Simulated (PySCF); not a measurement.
Species: C₃H₄ClFSi.
Geometry (GFN2-xTB, Å), atoms numbered from 1 in this order:
```
atom  x, y, z in Å
F1    -2.4146   -0.1581   -0.1841
C2    -1.0892   -0.0062   -0.2104
C3    -0.3155    0.3953   -1.2207
Si4    1.2658    0.2655   -0.2014
C5    -0.2087   -0.2461    0.9669
Cl6   -0.2282   -1.9543    1.5085
H7    -0.6315    0.6783   -2.2086
H8     2.1744   -0.8336   -0.4912
H9     1.9184    1.5146    0.1764
H10   -0.4621    0.3492    1.8419
```

Computed, not measured: TDDFT wB97X-D/def2-SVPD, vertical, gas phase, core orbitals frozen in the response in PySCF 2.14.0, density-fitted response routines.

Orbital energies (eV): HOMO-3 -11.79, HOMO-2 -10.53, HOMO-1 -10.01, HOMO -9.81, LUMO 1.06, LUMO+1 1.37, LUMO+2 2.05.

Lowest singlets, with some entries withheld (?).

```tsv
state	E (eV)	f	main configurations (H = HOMO, L = LUMO)
S1	6.10	0.0015	H→L (77%), H-1→L (17%)
S2	6.73	0.032	H-1→L (33%), H→L+1 (27%), H-2→L (22%)
S3	?	?	?
S4	6.93	0.113	H-1→L+1 (33%), H-1→L (33%), H→L+1 (13%)
S5	?	?	?
S6	7.39	0.0073	H→L+4 (22%), H-3→L (20%), H→L+2 (17%)
S7	7.64	0.020	H→L+2 (26%), H-1→L+2 (25%), H-1→L+3 (18%)
S8	7.78	0.015	H-2→L+1 (52%), H-3→L (9%)
```

(1) Supply the missing values.

(2) How far apart are S2 and S3, in eV and cm⁻¹?

(3) What is the mean static polarisability from the same response equations?

(4) Where do the lowest triplets lie (Tamm–Dancoff)?

## Answers

(1) 
- S3: E = 6.84 eV; f = 0.0008; H-2→L (61%), H→L+1 (26%)
- S5: E = 7.15 eV; f = 0.112; H-1→L+1 (52%), H→L+1 (18%)

(2) 6.835 − 6.729 = 0.106 eV, or about 850 cm⁻¹.

(3) 72.9 au (10.81 Å³), with principal values 58.9, 73.0 and 86.9 au.

(4) T1 4.54 eV, H-1→L (52%), H→L (32%); T2 5.70 eV, H→L (54%), H-1→L (31%); T3 6.29 eV, H-2→L (78%). E(S1) − E(T1) = +1.56 eV.
